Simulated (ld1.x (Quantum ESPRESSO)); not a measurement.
# Ge (Z = 32): excitation energies, all-electron against TM semilocal

germanium (Ge), norm-conserving Troullier–Martins (semilocal form), made with ld1.x (Quantum ESPRESSO) 7.5 (PBE, scalar-relativistic). Core [Ar] 3d10, reference 4s2 4p0 (charge +2). Waves: 4p (bound, empty): rc 1.45 bohr; 4d channel at 0.45 Ry: rc 1.55 bohr; 4s (bound): rc 1.60 bohr. Local part: the s channel. Core correction: Bessel-smoothed model core, default radius (core density twice the valence density).

Energies are relative to the spin-unpolarised reference configuration 4s2 4p0; without spin polarisation the order of configurations can differ from experiment. The frozen-core shift is the all-electron ΔE with the core orbitals held at their reference shape minus the fully relaxed ΔE.

Task: Give the all-electron excitation energy and the error of the potential for: 4s2 4p2; 4s2 4p1; 4s1 4p0; 4s1 4p3; 4s2 4p1.5; 4s1 4p2; 4s0 4p4.

Result:

| valence configuration | charge | ΔE all-electron (eV) | error AE − PS (meV) | frozen-core shift (meV) |
| --- | --- | --- | --- | --- |
| 4s2 4p2 | 0 | -22.883 | -28 | +48 |
| 4s2 4p1 | +1 | -15.439 | -14 | +21 |
| 4s1 4p0 | +3 | 34.791 | -91 | +117 |
| 4s1 4p3 | 0 | -14.911 | -5.5 | +16 |
| 4s2 4p1.5 | +0.5 | -20.081 | -23 | +37 |
| 4s1 4p2 | +1 | -6.723 | -1.0 | +3.0 |
| 4s0 4p4 | 0 | -6.688 | -1.0 | +6.7 |
